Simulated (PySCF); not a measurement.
## Working out the ionisation energy of Ba⁺

Ba⁺ [Xe] 6s1 (2S) → Ba²⁺ [Xe] (1S). Calculation: PySCF 2.14, in x2c-TZVPPall with one added diffuse shell each of s, p, d type (12s8p7d2f1g, 94 functions); scalar relativity by spin-free X2C-1e. Frozen: [Kr] 4d10. Energies in hartree (1 hartree = 27.21139 eV):

```csv
part,Ba⁺ (lower),Ba²⁺ (upper)
UHF,-8131.444026,-8131.099662
CCSD correlation,-0.183959,-0.166288
(T),-0.005079,-0.003761
```

Q: What does Hartree-Fock give?

A: (-8131.099662) − (-8131.444026) = 0.344364 hartree = 9.371 eV.

Q: What do CCSD and CCSD(T) give?

A: The CCSD correlation energies differ by 0.017671 hartree = 0.481 eV and the triples by 0.001318 hartree = 0.036 eV, so CCSD gives 9.852 eV and CCSD(T) 9.888 eV.

Measured between the centres of the two terms (NIST): 10.004 eV, so CCSD(T) (valence and next inner shell) is off by -0.116 eV.

What remains against the reference includes basis incompleteness, the frozen core and higher excitations.
